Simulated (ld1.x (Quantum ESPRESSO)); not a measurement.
**Which change was made? (Hf, RRKJ)**

* Element: hafnium
* Generator: ld1.x (Quantum ESPRESSO) 7.5
* Type: norm-conserving RRKJ (Kleinman–Bylander form)
* Functional: PBE
* Relativity: fully relativistic
* Frozen core: [Kr] 4d10 4f14
* Valence charge: 12
* Reference configuration: 5s2 5p6 5d2 6s0 6p0 (charge +2)
* Partial waves: 5p (bound): rc 2.30 bohr; 5d (bound): rc 1.75 bohr; 5s (bound): rc 1.80 bohr
* Local potential: the s channel
* Core correction: none
* rho0: 0.001

Open shells are filled in proportion to 2j + 1 (rel_dist='average').

Cutoffs, loose and tight: the cutoffs (Ry, on a coarse ladder) from which the occupation-weighted sum of valence levels, in a spherical-Bessel basis at the reference potential, stays within 10 and 1 mRy of its value at 400 Ry. They do not see the model core or the augmentation charge, which bear on the density cutoff. Test errors are all-electron minus pseudo excitation energies from the reference, over the configurations 5s2 5p6 5d2 6s2 6p0; 5s2 5p6 5d2 6s1 6p0; 5s2 5p6 5d1 6s0 6p0; 5s2 5p6 5d2 6s1 6p1; 5s2 5p6 5d2 6s0 6p2; 5s2 5p6 5d2 6s1.5 6p0; 5s2 5p6 5d3 6s1 6p0; variants that change the core or the reference have their own tests. The largest error is taken over the tests solved by every variant that gives reliable tests at all, those not shown here included: 5s2 5p6 5d1 6s0 6p0; 5s2 5p6 5d2 6s0 6p2; 5s2 5p6 5d2 6s1 6p0; 5s2 5p6 5d2 6s1.5 6p0; 5s2 5p6 5d2 6s2 6p0; 5s2 5p6 5d3 6s1 6p0.

The base gives: outcome: generated; cutoff, loose: 45 Ry; cutoff, tight: 60 Ry; bound ghosts: none; largest test error (meV): +2700.

Task: After one change the result is: outcome: generated; cutoff, loose: 25 Ry; cutoff, tight: 50 Ry; bound ghosts: s (extra level of the local part); largest test error (meV): -10555. Which change was it?
A. wave 5s (bound): rc 1.80 bohr becomes 5s (bound): rc 1.12 bohr
B. wave 5s (bound): rc 1.80 bohr becomes 5s (bound): rc 2.68 bohr
C. wave 5s (bound): rc 1.80 bohr becomes 5s (bound): rc 2.28 bohr

Result: B. The others give: wave 5s (bound): rc 1.80 bohr becomes 5s (bound): rc 2.28 bohr → outcome: generated; cutoff, loose: 25 Ry; cutoff, tight: 50 Ry; bound ghosts: none; largest test error (meV): +7018 | wave 5s (bound): rc 1.80 bohr becomes 5s (bound): rc 1.12 bohr → outcome: generated; cutoff, loose: 100 Ry; cutoff, tight: 180 Ry; bound ghosts: p1/2; largest test error (meV): +156.
